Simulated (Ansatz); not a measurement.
quartet N: levels of theory in one basis

A single N atom.

Basis set: cc-pVDZ (spherical functions). Correlated methods keep 1 orbital frozen. Correlation on ROHF uses semicanonical orbitals with singles. Charge 0, multiplicity 4.

Computed with Ansatz (development build ahead of 0.2.0); each method stands on the lowest determinant of its kind that the runs found.

```tsv
method	E − E(ROHF) (eV)	<S²> of the determinant
ROHF	0.00	3.75
UHF	-0.07	3.75
ROHF-MP2	-1.99	–
UHF-MP2	-2.00	3.75
ROHF-CCSD	-2.43	–
UHF-CCSD	-2.43	3.75
ROHF-CCSD(T)	-2.45	–
UHF-CCSD(T)	-2.45	3.75
ROHF-CCSDT	-2.45	–
UHF-CCSDT	-2.45	3.75
UHF-CCSDT(Q)	-2.46	3.75
```

Problem. Is a single determinant a sound starting point here?

Solution. By this sign, yes. Unrestricted orbitals gain 0.07 eV and <S²> is 3.75 against 3.75 for a pure state.
